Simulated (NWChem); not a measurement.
C4H8O2; SMILES C1COCOC1

```xyz
14

C     -1.3971    -0.2386     0.0000
C     -0.6208     0.1928    -1.2361
O      0.7114    -0.2573    -1.1598
C      1.3349     0.1884     0.0000
O      0.7114    -0.2573     1.1598
C     -0.6208     0.1928     1.2361
H     -1.4950    -1.3360     0.0000
H     -2.4099     0.1956     0.0000
H     -1.0509    -0.2234    -2.1585
H     -0.6401     1.3005    -1.3261
H      1.3702     1.3046     0.0000
H      2.3571    -0.2137     0.0000
H     -1.0509    -0.2234     2.1585
H     -0.6401     1.3005     1.3261
```
Atoms are numbered in this order, from 1.

Computed with NWChem. Pople sets run with spherical d functions. All runs use the structure optimised with PBE0/def2-SVP. Total energies compare along this basis series because the functional is fixed.

```tsv
level	basis functions	energy (Ha)	highest occupied level (eV)	orbital gap (eV)	dipole (D)
B3LYP/STO-3G	38	-303.6933	-3.94	12.14	1.63
B3LYP/3-21G	70	-305.9713	-6.86	9.84	2.05
B3LYP/6-31G*	100	-307.6603	-7.10	9.59	1.86
B3LYP/6-31+G*	124	-307.6742	-7.44	7.65	2.15
B3LYP/def2-SVP	124	-307.4390	[?]	[?]	1.90
B3LYP/def2-SVPD	190	-307.4643	-7.53	7.96	2.07
B3LYP/def2-TZVP	234	-307.7923	-7.44	8.44	1.93
B3LYP/6-311++G**	188	-307.7584	-7.49	7.24	2.14
```

**Question.** What belongs in the gaps?

**Answer.** 
- B3LYP/def2-SVP, highest occupied level (eV): -7.28
- B3LYP/def2-SVP, orbital gap (eV): 8.82
